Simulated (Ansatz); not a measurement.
Calculated with Ansatz (gas phase, PBE0-D4/def2-TZVP geometries, no zero-point term in ΔE). CBS: MP2 limit from def2 TZ/QZ plus the TZ coupled-cluster correction, frozen cores. DFT in def2-TZVPP. B3LYP here is the variant with VWN-RPA as its local correlation; programs differ in this. Each species was taken in one conformer, which may not be the lowest.

`O=CC[SiH3]` → `C=C(O)[SiH3]`  (isomerisation)

| level | ΔE (eV) |
| --- | --- |
| r2SCAN0-D4 | 0.49 |
| CAM-B3LYP-D4 | 0.50 |
| r2SCAN | 0.48 |
| B3LYP | 0.48 |

(1) What does CCSD(T)/CBS give? (An estimate is asked.)

(2) What do rigid-rotor, harmonic-oscillator terms from PBE0-D4/def2-TZVP frequencies (298.15 K, 1 bar) make of the CCSD(T)/CBS value? (Best estimate.)

Largest T1 diagnostic among the species: 0.014.

Answers

(1) Ansatz gave: +0.46 eV. The listed levels differ from it by 0.03, 0.04, 0.02, 0.02 eV.

(2) Computed: ΔZPE = +0.02 eV, ΔH = +0.49 eV, ΔS = 4 J/(mol·K), ΔG = +0.48 eV. Modes under 50 cm⁻¹ make the entropy rough.

At CCSD(T), def2-SVP lies +0.27 eV from the extrapolated value and def2-TZVPP +0.06 eV. From BLYP to BHLYP (50 % exact exchange), in def2-TZVPP and without D4, ΔE moves by +0.05 eV. In def2-TZVPP, CCSD(T) changes the Hartree–Fock value by −0.10 eV (the triples alone add −0.02 eV) and MP2 by −0.09 eV.
